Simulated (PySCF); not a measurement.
# Electron correlation in He (helium, neutral)

1s2, closed-shell 1S. Calculation: PySCF 2.14, in aug-cc-pVQZ (5s4p3d2f, 46 functions); no relativity, point nucleus. Frozen: nothing; 2 electrons correlated.

With two correlated electrons CCSD is exact within the correlated space (frozen core and kept virtual orbitals).

```tsv
level	correlation energy (mhartree)
CCSD	-41.01
```

Diagnostics: T1 = 0.0015, D1 = 0.0021, largest double amplitude 0.034.

Cost of the coupled-cluster step: roughly 0.3 core-seconds, for 2 correlated electrons.

Iterations:

```
CC2 = 0
CCSD nocc = 1, nmo = 46
frozen orbitals []
max_cycle = 100
direct = 0
conv_tol = 1e-08
conv_tol_normt = 1e-06
diis_space = 8
diis_start_cycle = 0
Init t2, MP2 energy = -2.89724612504085  E_corr(MP2) -0.0357241294083965
Init E_corr(CCSD) = -0.0357241294084071
cycle = 1  E_corr(CCSD) = -0.0398355872332011  dE = -0.00411145782  norm(t1,t2) = 0.0109939
cycle = 2  E_corr(CCSD) = -0.0407360308662511  dE = -0.000900443633  norm(t1,t2) = 0.00278416
cycle = 3  E_corr(CCSD) = -0.0410196565611231  dE = -0.000283625695  norm(t1,t2) = 0.000827089
cycle = 4  E_corr(CCSD) = -0.0410123625494252  dE = 7.2940117e-06  norm(t1,t2) = 0.000113955
cycle = 5  E_corr(CCSD) = -0.0410114943753415  dE = 8.68174084e-07  norm(t1,t2) = 9.01239e-06
cycle = 6  E_corr(CCSD) = -0.0410115838586206  dE = -8.94832791e-08  norm(t1,t2) = 2.13869e-06
cycle = 7  E_corr(CCSD) = -0.0410116055440039  dE = -2.16853834e-08  norm(t1,t2) = 2.40746e-07
cycle = 8  E_corr(CCSD) = -0.0410116048284567  dE = 7.1554726e-10  norm(t1,t2) = 2.98412e-08
CCSD converged
E(CCSD) = -2.902533600460912  E_corr = -0.04101160482845669
```
